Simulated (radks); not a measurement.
Ta+, configuration [Xe] 4f14 5d3 6s1.

Method: Dirac Kohn-Sham, revPBE, spin-unpolarised, spherical densities, finite nucleus; open shells are shared between the two j in proportion to 2j + 1; Fermi nuclear charge, rms radius 5.3507 fm; computed with a radial shooting solver on a logarithmic mesh with Libxc functionals.

Energy parts (hartree):
total: -15623.6335
kinetic: 17531.1993
electron-nucleus: -38941.4717
Hartree: 6104.1120
exchange-correlation: -317.4732

Orbitals (lengths in bohr, moments of r in powers of bohr):
orbital  occ.  eigenvalue (hartree)   <1/r>
1s1/2       2             -2471.872   85.40
2s1/2       2             -424.6520   20.74
2p1/2       2             -405.9020   20.71
2p3/2       4             -359.2280   17.50
3s1/2       2             -97.47948   7.612
3p1/2       2             -89.13307   7.528
3p3/2       4             -79.08463   6.699
3d3/2       4             -64.97564   6.591
3d5/2       6             -62.78687   6.394
4s1/2       2             -20.08383   3.194
4p1/2       2             -16.64020   3.084
4p3/2       4             -14.32740   2.796
4d3/2       4              -8.66542   2.578
4d5/2       6              -8.24048   2.509
4f5/2       6              -1.20812   2.018
4f7/2       8              -1.13530   1.988
5s1/2       2              -2.93783   1.221
5p1/2       2              -1.94187   1.089
5p3/2       4              -1.62105  0.9873
5d3/2     1.2              -0.39688  0.6374
5d5/2     1.8              -0.37333  0.6134
6s1/2       1              -0.42312  0.4110

The highest occupied level is 5d5/2 at -10.159 eV. Summed over all electrons, <r^2> = 54.20 bohr^2, which gives a Langevin (diamagnetic) susceptibility term of -42.9 x 10^-6 cm^3/mol. For comparison, the ionisation energy in NIST's Atomic Spectra Database is 16.2 eV (semi-empirical). In exact Kohn-Sham theory the highest level is minus the ionisation energy, but local and semilocal functionals leave it too shallow, through self-interaction and a potential that decays too fast; potentials with the right tail come closer. The electron density at the nucleus is 1.313e+06 e/bohr^3.

Beside tabulated values, note that spin-unpolarised runs miss the spin-polarisation part of the exchange energy of open shells.
